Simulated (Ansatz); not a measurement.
## Which is lower?

Two relaxed structures of AlBSiH$_{3}$O (charge +1), singlet (PBE0-D4/def2-TZVP; forces vanish, vibrations not checked).

A:

B1  (-2.277, -1.507, -0.487)
Si2  (1.365, 1.300, 0.543)
O3  (0.555, 0.114, -0.042)
Al4  (-0.143, -1.343, -0.822)
H5  (-3.087, -2.319, -0.835)
H6  (1.986, 1.160, 1.869)
H7  (1.548, 2.513, -0.268)
(Å)

B:

```json
{"atom": "B1", "x (Å)": "-2.0415", "y (Å)": "-1.5782", "z (Å)": "-0.8601"}
{"atom": "Si2", "x (Å)": "-0.1779", "y (Å)": "-1.6948", "z (Å)": "-0.6503"}
{"atom": "O3", "x (Å)": "0.5124", "y (Å)": "-0.3841", "z (Å)": "0.1802"}
{"atom": "Al4", "x (Å)": "1.3113", "y (Å)": "0.8052", "z (Å)": "0.9201"}
{"atom": "H5", "x (Å)": "-3.1653", "y (Å)": "-1.8926", "z (Å)": "-0.6781"}
{"atom": "H6", "x (Å)": "2.1006", "y (Å)": "1.8312", "z (Å)": "1.7693"}
{"atom": "H7", "x (Å)": "0.6321", "y (Å)": "-1.9294", "z (Å)": "-1.8651"}
```

Ansatz 0.2.0; basis: def2-TZVPP; cores frozen in the correlated methods. B3LYP uses VWN-RPA correlation.

Question: Which structure is lower at CCSD(T), and by how much? (To be estimated.)

Answer: By the calculation: B, by 12.0 kJ/mol (electronic energy, against the other). By their contacts, A is AlBSiH₃O ([BH][Al][O][SiH2]), total charge +1 and B is AlBSiH₃O ([BH][SiH][O][AlH]), total charge +1.

All methods give the same order:

| method | E(B) − E(A) (kJ/mol) |
| --- | --- |
| PBE-D4 | -16.1 |
| r2SCAN-D4 | -26.0 |
| PBE0-D4 | -21.9 |
| B3LYP-D4 | -13.5 |
| wB97M-V | -21.5 |
| HF | -2.8 |
| MP2 | -31.4 |
| CCSD | -11.8 |
| CCSD(T) | -12.0 |

T1 diagnostic: at most 0.027. The T1 diagnostic is large here, which may signal multireference character or strong orbital relaxation, so CCSD(T) is less sure. The restricted Hartree–Fock reference is unstable towards an unrestricted one at one or more of these structures. A large double-excitation amplitude points to some diradical character; no triplet was computed.

Labels in which every atom is bracketed show which atoms are joined, not bond orders.

For scale, one of the runs: CCSD(T)/def2-TZVPP, 188 basis functions, launched by `ansatz run in.yaml --threads 2 --pin off --events-out ev --progress --plain --max-ram 4352MiB`. Hardware: 2 CPU threads of an Arm Neoverse V1, shared host. Wall time 37 s; peak host memory 1.8 GiB.
